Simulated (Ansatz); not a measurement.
(HZn-mu-Cl)2 (Zn₂H₂Cl₂). Charge 0, multiplicity 1. Geometry r2SCAN-D4/def2-SVP; atoms count from 1.

```xyz
6

Zn   -0.6771    1.0447   -1.0357
H    -1.3170    2.0310   -2.0116
Cl    1.0263    1.2043    0.5439
Zn    0.6772   -1.0448    1.0356
H     1.3148   -2.0301    2.0139
Cl   -1.0241   -1.2051   -0.5461
```

**Question.** Estimate the Mulliken populations from the PBE0/def2-TZVP orbitals of Ansatz.

**Answer.** 
```csv
atom,charge (e),d electrons
Zn1,0.39,10.04
H2,-0.05,–
Cl3,-0.34,–
Zn4,0.39,10.04
H5,-0.05,–
Cl6,-0.34,–
```
Mulliken values and Mayer orders depend strongly on the basis.

**Question.** And the Mayer bond orders between bonded heavy atoms (over 0.3)?

**Answer.** Zn1–Cl3 0.55 (2.33 Å); Zn1–Cl6 0.55 (2.33 Å); Cl3–Zn4 0.55 (2.33 Å); Zn4–Cl6 0.55 (2.33 Å).
